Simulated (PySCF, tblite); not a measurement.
Isomers of [C7H6Cl]- (charge -1), one GFN2-xTB conformer each. Single-point energies are computed at PBE0/pcSseg-1 (PySCF, gas phase, no added dispersion term), electronic only.

| SMILES | GFN2-xTB relative energy (kJ/mol) |
| --- | --- |
| [CH2-]c1ccc(Cl)cc1 | 12.1 |
| C=Cc1cc[c-](Cl)c1 | 0.0 |

Conformers: `[CH2:1]=[CH:2][c:3]1[cH:4][cH:5][c-:6]([Cl:7])[cH:8]1` (charge -1) with C1–C2–C3–C4 0°.

Task: What does PBE0/pcSseg-1 give for the same structures?

Result: 
```json
{"SMILES": "C=Cc1cc[c-](Cl)c1", "PBE0/pcSseg-1 E (Eh)": "-730.02062", "PBE0/pcSseg-1 (kJ/mol)": "0.0", "GFN2-xTB (kJ/mol)": "0.0", "point group": "Cs"}
{"SMILES": "[CH2-]c1ccc(Cl)cc1", "PBE0/pcSseg-1 E (Eh)": "-730.01718", "PBE0/pcSseg-1 (kJ/mol)": "9.0", "GFN2-xTB (kJ/mol)": "12.1", "point group": "C2v"}
```

Both levels put the same isomer lowest. Neighbours under 21 kJ/mol apart (C=Cc1cc[c-](Cl)c1 and [CH2-]c1ccc(Cl)cc1) can change places with a better method, another conformer or zero-point energy.

Task: What happens when harmonic zero-point energies from GFN2-xTB frequencies are added?

Result: 
| SMILES | ZPE (kJ/mol) | electronic (kJ/mol) | with ZPE (kJ/mol) |
| --- | --- | --- | --- |
| C=Cc1cc[c-](Cl)c1 | 265.8 | 0.0 | 0.0 |
| [CH2-]c1ccc(Cl)cc1 | 264.9 | 9.0 | 8.1 |

The zero-point energies span 0.9 kJ/mol. The order is unchanged.

Task: As an exercise, what shares would exp(−E/RT) give at 298.15 K from these electronic energies alone (no entropy, no degeneracies)?

Result: RT = 2.479 kJ/mol: C=Cc1cc[c-](Cl)c1 97.4 %, [CH2-]c1ccc(Cl)cc1 2.6 %.
